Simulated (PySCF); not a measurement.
W(NH)2(OH)2 (singlet state).
Structure used (PBE0-D3(BJ)/def2-SVP), in Å, numbered top down from 1:
```xyz
9
H4N2O2W angstrom
W     -0.1190   -0.0203   -0.0644
N      0.0152    0.4465    1.6166
H      0.4749    0.6642    2.4938
N      1.4540   -0.1901   -0.8129
H      2.4652   -0.1620   -0.8820
O     -1.0592    1.3511   -0.9943
H     -1.5422    2.0460   -0.5357
O     -0.9962   -1.7104   -0.1259
H     -0.6928   -2.4249   -0.6952
```

Method: PBE0-D3(BJ)/def2-SVP geometry optimisation, gas phase, def2 core potentials past Kr (PySCF).

(1) Which atoms are bound to W1, and at what distances?

(2) List the angles at W1.

(3) What is the shape at W1?

(4) What are the other bond lengths?

(5) What are the rotational constants (commonest isotopes, rigid rotor)?

Results:

(1) 4 atoms: N2 1.750 Å, N4 1.750 Å, O6 1.905 Å, O8 1.905 Å. The nearest atom not counted as bound is H9, at 2.55 Å (others tie with it).

(2) 
```
   angle  degrees  distance of the outer atoms (Å)
O6–W1–O8    113.3                             3.18
N2–W1–N4    111.6                             2.89
N2–W1–O6    108.3                             2.96
N4–W1–O8    108.3                             2.96
N4–W1–O6    107.7                             2.95
N2–W1–O8    107.6                             2.95
```

(3) Distorted tetrahedral: angles from 107.6° to 113.3°; τ4 = (360° − α − β)/141° = 0.96 with α and β the two widest (0 for a square, 1 for a tetrahedron).

(4) N2–H3, N4–H5 1.014 Å; O6–H7, O8–H9 0.963 Å.

(5) A = 3631, B = 3194, C = 3117 MHz: an asymmetric top.

Point group: C2 (tolerance 0.08 Å). Charge 0, singlet. Stationary, but not proved a minimum.
